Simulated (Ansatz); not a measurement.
Born–Oppenheimer molecular dynamics of BF$_{3}$ (4 atoms, charge 0, multiplicity 1). It starts from a relaxed structure.

Theory: RKS B3LYP-D4/def2-SVP (Ansatz).

```json
{"ensemble": "NVT, Langevin thermostat", "time step": "2 fs", "steps asked": "150", "set temperature": "500 K", "friction": "0.005 /fs", "seed": "786527"}
```

First frame:

```xyz
4
Properties=species:S:1:pos:R:3
B 0.000 0.000 0.000
F 0.000 0.000 1.314
F 1.138 0.000 -0.657
F -1.138 0.000 -0.657
```

Problem. How far do the bonds stretch over the last three quarters of this one trajectory? (Pairs bonded in most of those frames.)

Solution. 
```tsv
bond	mean (Å)	spread (Å)	shortest	longest
B1–F2	1.318	0.032	1.25	1.39
B1–F3	1.319	0.034	1.26	1.39
B1–F4	1.314	0.011	1.29	1.34
```

Mean temperature of the second half: 290 K. The mean temperature of the second half is 42 % below the set value. A run of 0.3 ps of so small a system gives no equilibrium averages.

The run took 2.5 min on 1 thread of Arm Neoverse V2, on a shared host, peak memory 0.097 GiB.
